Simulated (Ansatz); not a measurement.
`[OH][Zr]([F])([F])[Cl]` + H₂Se → `[F][Zr]([F])([Cl])[SeH]` + H₂O  (ligand exchange at a Zr–O bond)

Program: Ansatz. Geometries: PBE0-D4/def2-TZVP. ΔE: electronic, gas phase. CCSD(T)/CBS adds triple-zeta CCSD(T) − MP2 to the extrapolated MP2 energy (def2 sets, frozen cores). This one scheme is used for every species. DFT in def2-TZVPP. def2 core potentials past Kr. For Se, Zr outer-core shells are correlated without core-valence functions, which leaves a few kJ/mol of doubt a bond. Scalar relativity is left out up to krypton. One conformer a species, not always the lowest.

```csv
species,RPA@PBE/def2-TZVPP energy (Eh)
`[OH][Zr]([F])([F])[Cl]`,-782.66057
H₂Se,-2401.44234
`[F][Zr]([F])([Cl])[SeH]`,-3107.63260
H₂O,-76.45633
```

Question: Work out ΔE.

Answer: ΔE = (-3107.63260) + (-76.45633) − (-782.66057) − (-2401.44234) = 0.01398 Eh = +36.7 kJ/mol. CCSD(T)/CBS gives +34.8 kJ/mol.

Question: What do rigid-rotor, harmonic-oscillator terms from PBE0-D4/def2-TZVP frequencies (298.15 K, 1 bar) make of the CCSD(T)/CBS value? (Best estimate.)

Answer: Ansatz gave: ΔZPE = +8.0 kJ/mol, ΔH = +44.3 kJ/mol, ΔS = -2 J/(mol·K), ΔG = +44.8 kJ/mol.

Largest T1 diagnostic among the species: 0.017.

The D4 term adds −4.5 kJ/mol with B3LYP and −2.6 kJ/mol with PBE0; it sums over pairs of atoms, weighted by their polarisabilities, and B3LYP, whose exchange is more repulsive, gets the larger term. At CCSD(T), def2-SVP lies +30.7 kJ/mol from the extrapolated value and def2-TZVPP +3.1 kJ/mol. Leaving LDA and LC-ωPBE aside and taking each functional with its dispersion term where it has one, the values, not all of them listed here, spread over 20.6 kJ/mol, from HSE06-D4 to CAM-B3LYP-D4. LDA lies +3.3 kJ/mol from PBE without D4.

B3LYP here is the variant with VWN-RPA as its local correlation; programs differ in this.
